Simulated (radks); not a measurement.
Spherical quantum dot in the effective-mass picture: electrons in a hard-walled sphere of radius 2.32, all in effective atomic units (hartree* = m*/eps^2 hartree, bohr* = eps/m* bohr), one dielectric constant everywhere. Method: non-relativistic Kohn-Sham, LDA (Slater exchange, Perdew-Wang correlation), spin-polarised, spherical densities; computed with a radial shooting solver with Libxc functionals. Levels are named by radial order and angular momentum (1s, 1p, 1d, 2s, ...), and open shells are averaged over m. Results are scaled to m* = 0.092 and eps = 7.2, for which hartree* = 48.29 meV and bohr* = 4.141 nm.

N = 31, configuration 1s2 1p6 1d10 1f(up 7, down 6). This is the lowest configuration that the search found. Occupied and some empty levels:

level    occupation  eigenvalue (meV)  <r> (nm)
1s up             1            881.31     6.263
1s down           1            882.04     6.258
1p up             3            906.92     6.603
1p down           3            907.71     6.601
1d up             5            949.19     6.861
1d down           5            950.02     6.860
1f up             7            1006.0     7.066
1f down           6            1006.9     7.065
2s up             0            1027.5     4.323
2s down           0            1027.8     4.324
1g up             0            1076.2     7.233
1g down           0            1077.1     7.233
2p up             0            1108.8     5.017
2p down           0            1109.3     5.016
2d up             0            1203.6     5.470
2d down           0            1204.1     5.469

Energy (meV): total 17224.1, kinetic 5443.3, external 0, Hartree 12920, exchange-correlation -1139.1.
